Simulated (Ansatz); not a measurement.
```yaml
crystal:
  periodic: [false, false, false]
  atoms:
    - {symbol: O, position_ang: [-0.605633, 1.861830, 0.469110]}
    - {symbol: Al, position_ang: [0.336979, 0.815265, -0.044986]}
    - {symbol: S, position_ang: [1.556207, -0.919599, 1.464076]}
    - {symbol: B, position_ang: [-0.080145, -1.462300, 0.175658]}
    - {symbol: F, position_ang: [-0.443604, -0.560888, -0.944949]}
    - {symbol: H, position_ang: [-1.264657, 1.730359, 1.156812]}
    - {symbol: H, position_ang: [1.459713, 1.120006, -1.005277]}
    - {symbol: H, position_ang: [-0.463471, -2.948858, -0.449182]}
basis:
  gaussian: {orbitals: cc-pVTZ}
hamiltonian: {xc: {name: HF}}
correlation: {method: mp2, frozen_orbitals: {O: 0}}
accuracy: high
```

```sh
$ ansatz run in.yaml --threads 2 --pin off --events-out ev --progress --plain --max-ram 4352MiB
```

Output, abridged:

```
Functional definition: HF
Error: "frozen_orbitals" has no count for Al
```

**Question.** Something in this input is off. What?

**Answer.** Frozen orbitals are typed for one element alone, and the program wants a count for each. The program refused the input.
